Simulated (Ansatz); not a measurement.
# Ligand exchange: InH3 + C2H4S → InH2(SH) + C2H4

Species: InH3 `[InH3]`, singlet; C2H4S `C=CS`, singlet; InH2(SH), singlet; C2H4 `C=C`, singlet. The partners trade H for SH: In–H and C–SH bonds give way to In–SH and C–H.

Shapes, held fixed at every level: PBE0-D4/def2-TZVP. Flexible molecules stand in one conformer, not always the lowest. Programs: Ansatz 0.2.0. Electronic energies: no zero-point or thermal term.

```json
{"level": "HF/def2-TZVPP", "kind": "Hartree–Fock", "ΔE (kJ/mol)": "-152.9", "less CCSD(T)/def2-TZVPP": "-7.5"}
{"level": "r2SCAN-D4/def2-TZVPP", "kind": "meta-GGA", "ΔE (kJ/mol)": "-140.4", "less CCSD(T)/def2-TZVPP": "+5.0"}
{"level": "B3LYP-D4/def2-TZVPP", "kind": "global hybrid", "ΔE (kJ/mol)": "-140.6", "less CCSD(T)/def2-TZVPP": "+4.8"}
{"level": "wB97M-V/def2-TZVPP", "kind": "range-separated hybrid", "ΔE (kJ/mol)": "-141.0", "less CCSD(T)/def2-TZVPP": "+4.4"}
{"level": "wB97X-V/def2-TZVPP", "kind": "range-separated hybrid", "ΔE (kJ/mol)": "-139.2", "less CCSD(T)/def2-TZVPP": "+6.2"}
{"level": "MP2/def2-TZVPP", "kind": "perturbation theory", "ΔE (kJ/mol)": "-148.0", "less CCSD(T)/def2-TZVPP": "-2.6"}
{"level": "CCSD/def2-TZVPP", "kind": "coupled cluster or CI", "ΔE (kJ/mol)": "-146.6", "less CCSD(T)/def2-TZVPP": "-1.2"}
{"level": "CCSD(T)/def2-TZVPP", "kind": "coupled cluster or CI", "ΔE (kJ/mol)": "-145.4", "less CCSD(T)/def2-TZVPP": "0.0"}
```

The highest level, CCSD(T)/def2-TZVPP, gives ΔE = -145.4 kJ/mol; the levels span -152.9 to -139.2. The column of differences is taken from that level and isn't an error. No measured value is set beside it here. For atoms past krypton def2 sets carry core potentials with scalar relativity. Outer-core shells of In are correlated, in sets that cover them unevenly.
